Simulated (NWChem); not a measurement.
System: C2H7FOSi; SMILES CO[SiH2]CF

NWChem printed, in part:

```
             Northwest Computational Chemistry Package (NWChem) 7.3.0
             --------------------------------------------------------

                             Geometry "geometry" -> ""
                             -------------------------

 Output coordinates in angstroms (scale by  1.889725989 to convert to a.u.)

  No.       Tag          Charge          X              Y              Z
 ---- ---------------- ---------- -------------- -------------- --------------
    1 C                    6.0000     0.74091700     2.33159800     0.21369300
    2 O                    8.0000    -0.12313000     1.49520700    -0.50230800
    3 Si                  14.0000    -0.69261300     0.01567400     0.00200700
    4 C                    6.0000     0.63382200    -1.33183000    -0.18974300
    5 F                    9.0000     0.09234800    -2.53098700     0.23783900
    6 H                    1.0000     0.45598500     2.41563700     1.27919700
    7 H                    1.0000     1.78875900     1.98196000     0.16843800
    8 H                    1.0000     0.70574500     3.34047300    -0.22560300
    9 H                    1.0000    -1.85460000    -0.32034000    -0.86242500
   10 H                    1.0000    -1.09956900     0.07300000     1.44139700
   11 H                    1.0000     0.95496300    -1.43290200    -1.24195500
   12 H                    1.0000     1.53786800    -1.11208800     0.40673400

 Effective nuclear repulsion energy (a.u.)     239.3420143242

                                 NWChem DFT Module
                                 -----------------

 Summary of "ao basis" -> "ao basis" (spherical)
 ------------------------------------------------------------------------------
       Tag                 Description            Shells   Functions and Types
 ---------------- ------------------------------  ------  ---------------------
 C                          def2-svp                 6       14   3s2p1d
 O                          def2-svp                 6       14   3s2p1d
 Si                         def2-svp                 8       18   4s3p1d
 F                          def2-svp                 6       14   3s2p1d
 H                          def2-svp                 3        5   2s1p

 in cosmo_initialize ...
 calling solv_data for solv:acetone

[...]

                                COSMO-SMD solvation results
                                ---------------------------

             internal energy in gas <Psi(g)|H|Psi(g)> =      -544.576247685330
         internal energy in solvent <Psi(s)|H|Psi(s)> =      -544.575368605999
                               delta internal energy  =         0.000879079331 (    0.55 kcal/mol)
   total free energy in solvent <Psi(s)|H+V/2|Psi(s)> =      -544.582511301441
 polarization energy contribution <Psi(s)|V/2|Psi(s)> =        -0.007142695442 (   -4.48 kcal/mol)
    total free energy in solvent including G(SMD-CDS) =      -544.581997977861
                       G(SMD-CDS) energy contribution =         0.000513323580 (    0.32 kcal/mol)
     1 M fixed-concentration free energy of solvation =        -0.005750292532 (   -3.61 kcal/mol)

                       DFT Final Molecular Orbital Analysis
                       ------------------------------------

 Vector   23  Occ=2.000000D+00  E=-3.888185D-01
              MO Center=  1.7D-01,  3.2D-01,  2.0D-02, r^2= 4.5D+00
   Bfn.  Coefficient  Atom+Function         Bfn.  Coefficient  Atom+Function
  ----- ------------  ---------------      ----- ------------  ---------------
    18      0.250931   2 O  px               80     -0.209409   7 H  s
    21      0.192493   2 O  px                4     -0.185271   1 C  px
    95     -0.178578  10 H  s               100     -0.178926  11 H  s
    50     -0.158541   4 C  px               64     -0.157153   5 F  px
    19     -0.137049   2 O  py               51      0.133607   4 C  py

 Vector   24  Occ=2.000000D+00  E=-3.684450D-01
              MO Center= -2.2D-01,  1.2D+00,  2.1D-02, r^2= 3.3D+00
   Bfn.  Coefficient  Atom+Function         Bfn.  Coefficient  Atom+Function
  ----- ------------  ---------------      ----- ------------  ---------------
    20      0.416942   2 O  pz               23      0.324937   2 O  pz
    75     -0.207453   6 H  s                95     -0.200879  10 H  s
     6     -0.198569   1 C  pz               90      0.158254   9 H  s
    96     -0.158551  10 H  s                85      0.155196   8 H  s
    91      0.142040   9 H  s                38     -0.136219   3 Si pz

 Vector   25  Occ=2.000000D+00  E=-3.362525D-01
              MO Center=  1.2D-01,  2.0D-01, -1.2D-01, r^2= 4.0D+00
   Bfn.  Coefficient  Atom+Function         Bfn.  Coefficient  Atom+Function
  ----- ------------  ---------------      ----- ------------  ---------------
    18      0.313225   2 O  px               21      0.253509   2 O  px
    50      0.250525   4 C  px               19     -0.215903   2 O  py
    49     -0.200930   4 C  s                51     -0.194384   4 C  py
    22     -0.175951   2 O  py               53      0.173183   4 C  px
    80     -0.172328   7 H  s                64      0.169068   5 F  px

 Vector   26  Occ=0.000000D+00  E= 5.885487D-02
              MO Center= -4.3D-01, -5.3D-02,  8.3D-02, r^2= 4.3D+00
   Bfn.  Coefficient  Atom+Function         Bfn.  Coefficient  Atom+Function
  ----- ------------  ---------------      ----- ------------  ---------------
    40      0.984530   3 Si py               17     -0.639224   2 O  s
     3     -0.576838   1 C  s                39      0.336844   3 Si px
    76      0.312766   6 H  s                54      0.310267   4 C  py
    91      0.311394   9 H  s                81      0.267104   7 H  s
    63      0.253487   5 F  s                96      0.245347  10 H  s

[...]
```

Level: M06-2X/def2-SVP, SMD on the gas-phase geometry. Coordinates come from a PBE0/def2-SVP optimisation. Not confirmed as a minimum by frequencies. Solvent: acetone.

**Question.** Reconstruct the input file.

**Answer.** Several could match; the one computed here: the input that was run:
```
start job
memory heap 200 mb stack 900 mb global 1100 mb
geometry units angstroms noautosym nocenter noautoz
  C      0.740917     2.331598     0.213693
  O     -0.123130     1.495207    -0.502308
  Si    -0.692613     0.015674     0.002007
  C      0.633822    -1.331830    -0.189743
  F      0.092348    -2.530987     0.237839
  H      0.455985     2.415637     1.279197
  H      1.788759     1.981960     0.168438
  H      0.705745     3.340473    -0.225603
  H     -1.854600    -0.320340    -0.862425
  H     -1.099569     0.073000     1.441397
  H      0.954963    -1.432902    -1.241955
  H      1.537868    -1.112088     0.406734
end
basis spherical
  C library def2-svp
  O library def2-svp
  Si library def2-svp
  F library def2-svp
  H library def2-svp
end
dft
  xc m06-2x
  iterations 150
end
cosmo
  do_cosmo_smd true
  solvent acetone
end
task dft energy
```
